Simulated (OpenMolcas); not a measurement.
# 3s2 3p3 along the 15-electron sequence

| Property | Result |
| --- | --- |
| Program | OpenMolcas 26.06 |
| Method | SS-RASPT2, IPEA 0.25 Eh, imaginary shift 0.1 Eh |
| Basis | ANO-RCC-VQZP |
| Scalar Hamiltonian | DKH2, point nucleus |
| Spin-orbit coupling | state interaction with AMFI integrals over the reference wave functions, term energies averaged over their components |

Active space for each ion: 5 electrons in 9 orbitals (RAS2 3s 3p; RAS3 3d, at most 2 electrons); closed shells correlated by CASPT2: 2s 2p.

Computed levels in cm-1 above 4S* 3/2:

```
                                Level     S+   Cl2+   Ar3+
                              2D* 3/2  15000  18370  21440
                              2D* 5/2  15020  18420  21550
                              2P* 1/2  25010  30450  35520
                              2P* 3/2  25030  30500  35630
weight of 4S* in the lowest level (%)    100    100    100
```

Measured, with the error of the calculation in %. Measured levels: S+ from NIST Handbook of Basic Atomic Spectroscopic Data; Cl2+ from Moore, Atomic Energy Levels, vol. I, NSRDS-NBS 35 (1971 reprint of NBS Circular 467, 1949); Ar3+ from Saloman, J. Phys. Chem. Ref. Data 39, 033101 (2010).

```csv
Level,S+,Cl2+,Ar3+
2D* 3/2,14853 (+1.0),18053 (+1.8),21091 (+1.7)
2D* 5/2,14885 (+0.9),18120 (+1.7),21220 (+1.5)
2P* 1/2,24525 (+2.0),29812 (+2.1),34855 (+1.9)
2P* 3/2,24572 (+1.9),29907 (+2.0),35032 (+1.7)
```

2D* 3/2 changes by a factor of 1.43 over the same range, with steps per unit of Z of +3370, +3070 cm-1.

The run also gave levels led by 3s2 3p2 3d, which use shells meant for correlation; these and all levels above them are left out. Computed and measured levels are paired by configuration, term and J; levels that our copy of the source lacks, or whose pairing is in doubt (as where it misses far off the trend of its configuration), stay unpaired and out of the deviations. Levels of configurations outside the active space are missing.

* marks odd parity.
